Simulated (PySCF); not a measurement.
C₆ coefficients of unlike pairs at UHF

Calculated with PySCF 2.14 from the dipole response of each species, C₆(A,B) = (3/π) ∫ α_A(iu) α_B(iu) du, in atomic units, from isotropic polarisabilities. For ions this is the dispersion term alone; charge-induced terms of lower order in 1/R come first.

```
species           configuration                                                                 basis      relativity  α (bohr³)  C₆ (like pair)
    Fe⁺       [Ar] 3d6 4s1 (6D)                                              aug-cc-pVTZ (8s7p5d3f2g)            none      36.39           190.7
     W⁺  [Xe] 4f14 5d4 6s1 (6D)  def2-TZVPPD with the def2 core potential (60 electrons) (6s5p3d2f1g)  core potential      42.36           363.5
     B⁺           [He] 2s2 (1S)                                                def2-TZVPPD (6s3p3d1f)            none      11.33           31.50
    S³⁺       [Ne] 3s2 3p1 (2P)                                                def2-TZVPPD (6s6p4d1f)            none      5.575           15.08
```

Task: Estimate C₆ for S³⁺ with W⁺.

Result: The integral gives 70.21. The combination rule 2 C_A C_B / (C_A α_B/α_A + C_B α_A/α_B) gives 67.49 and the geometric mean 74.03.

No spin-orbit coupling is included.

The other pairs:

```csv
pair,C₆
"B⁺, Fe⁺",75.60
"S³⁺, B⁺",20.65
"S³⁺, Fe⁺",47.59
"B⁺, W⁺",106.3
"W⁺, Fe⁺",259.9
```
